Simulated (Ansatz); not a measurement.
Ansatz results at the PBE0-D4/def2-TZVP geometry: HOMO energy (PBE/def2-TZVPP) -6.83 eV; zero-point energy (PBE0-D4/def2-TZVP) 119.0 kJ/mol; LUMO energy (B3LYP/def2-TZVPP) -1.37 eV.

Each molecule was computed in one conformer, which needn't be the lowest.

Which molecule gave them?
A. `O[SiH](Cl)[SiH2]F`
B. `F[SiH2][BH][SnH3]`
C. `F[SiH]1[S][SnH2]1`
D. `[Cl][GeH]1[NH]C[O]1`

A. The others give `[Cl][GeH]1[NH]C[O]1`: -5.95, 150.7, -0.70; `F[SiH2][BH][SnH3]`: -6.72, 135.2, -3.29; `F[SiH]1[S][SnH2]1`: -6.13, 71.9, -1.77.

B3LYP here is the variant with VWN-RPA as its local correlation; programs differ in this.
